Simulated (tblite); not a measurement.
Start geometry of `CC#CC1=C(CCO)[SiH2][SiH2]1` from a force field or distance geometry (Å):
```
atom  x, y, z in Å
C1     4.1661   -0.7951    0.4932
C2     2.8354   -0.2159    0.2729
C3     1.7630    0.2299    0.0994
C4     0.4112    0.8298   -0.1450
C5    -0.6964    0.2242   -0.3966
C6    -1.0556   -1.2580   -0.5837
C7    -2.0842   -1.5742    0.4396
O8    -3.1846   -0.7593    0.2263
Si9   -1.8678    1.6024   -0.5420
Si10  -0.0160    2.5722   -0.1085
H11    4.4477   -0.5357    1.5207
H12    4.8520   -0.4089   -0.2811
H13    4.1432   -1.9128    0.3784
H14   -1.3365   -1.4229   -1.6358
H15   -0.1632   -1.8371   -0.3518
H16   -1.6919   -1.3671    1.4736
H17   -2.3815   -2.6393    0.3758
H18   -3.4510   -0.7383   -0.7238
H19   -2.9279    1.6067    0.5098
H20   -2.4286    1.8120   -1.8965
H21    0.0400    3.1958    1.2336
H22    0.6161    3.4110   -1.1608
```

Question: What comes out of this run: tblite 0.8.0, GFN2-xTB geometry optimisation, gas phase?

Answer: 
```
atom  x, y, z in Å
C1     4.1623   -0.7983    0.3607
C2     2.8463   -0.2181    0.2056
C3     1.7460    0.2592    0.0749
C4     0.4966    0.8656   -0.0695
C5    -0.6904    0.2306   -0.2124
C6    -0.9125   -1.2445   -0.2528
C7    -2.2939   -1.5736    0.3142
O8    -3.3111   -0.8384   -0.3277
Si9   -1.9990    1.6018   -0.3341
Si10   0.0443    2.7278   -0.1198
H11    4.5520   -0.5789    1.3557
H12    4.8451   -0.3800   -0.3799
H13    4.1216   -1.8807    0.2302
H14   -0.8644   -1.5904   -1.2941
H15   -0.1402   -1.7781    0.3079
H16   -2.3434   -1.2811    1.3653
H17   -2.4946   -2.6522    0.2421
H18   -3.2834   -1.0376   -1.2700
H19   -2.9705    1.6889    0.7563
H20   -2.7216    1.6482   -1.6140
H21    0.4825    3.4360    1.0924
H22    0.7181    3.4130   -1.2336
```

The energy falls by 137.3 kJ/mol over 152 L-BFGS steps, the largest force on an atom goes from 7.08 to 0.010 eV/Å, and the atoms move by 0.369 Å rms after alignment. The bond that changes most is Si9–Si10 (both ends SiH2 silicon), which lengthens by 0.208 Å. Bonds longer at the end by more than 0.005 Å: 7 of 22; shorter: 13. Among the angles that change most is Si9–Si10–H21, from 114.1° to 124.5°. Among the dihedrals that turn most is Si9–C5–C6–C7, from -60° to -30°. Rotational constants go from 1339, 634.4, 450.7 to 1300, 614.4, 428.3 MHz. The orientation of the end geometry is arbitrary; only internal coordinates are fixed.

On Arm Neoverse N1, one thread, no GPU, shared host, this took 2.9 s of wall time.

GFN2-xTB frequencies show an imaginary mode (24i cm⁻¹), so the point is no minimum at that level. 3 starts were optimised and ended at 0.00, 0.81 and 3.55 kcal/mol (GFN2-xTB); the lowest of these is shown.

The numbers are calculated, not measured.
